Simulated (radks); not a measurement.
Task: These are the eigenvalues of the occupied orbitals of an atom or ion with whole-number occupations (eV). Calculated with a radial shooting solver on a logarithmic mesh with Libxc functionals: Dirac Kohn-Sham, revPBE, spin-unpolarised, spherical densities, finite nucleus; Fermi nuclear charge, rms radius of each element as measured or else 0.836 A^(1/3) + 0.57 fm.

| orbital | eigenvalue |
|---|---|
| 1s1/2 | -83007.38 |
| 2s1/2 | -14708.41 |
| 2p1/2 | -14116.07 |
| 2p3/2 | -12168.61 |
| 3s1/2 | -3497.269 |
| 3p1/2 | -3229.563 |
| 3p3/2 | -2798.190 |
| 3d3/2 | -2353.668 |
| 3d5/2 | -2261.229 |
| 4s1/2 | -776.3023 |
| 4p1/2 | -661.3347 |
| 4p3/2 | -557.1953 |
| 4d3/2 | -368.9889 |
| 4d5/2 | -349.5696 |
| 5s1/2 | -127.0970 |
| 4f5/2 | -107.4069 |
| 4f7/2 | -103.2132 |
| 5p1/2 | -89.0904 |
| 5p3/2 | -70.7189 |
| 5d3/2 | -19.3898 |
| 5d5/2 | -17.4242 |
| 6s1/2 | -12.6658 |
| 6d3/2 | -0.7228 |

Which element is it, and in what charge state? The configuration may be excited. Open shells, if any, fill j = l - 1/2 first.

Result: Z = 80, mercury, charge 0: Hg in [Xe] 4f14 5d9 6s2 6d1. The list shows which subshells hold electrons but not how many an open one holds; the 1s level, -3050.5 hartree, gives Z - s = 78.1 by -(Z - s)^2/2, which with screening and relativity narrows Z to a few neighbours, and the depths of the outer levels then fix element, charge and occupations together.
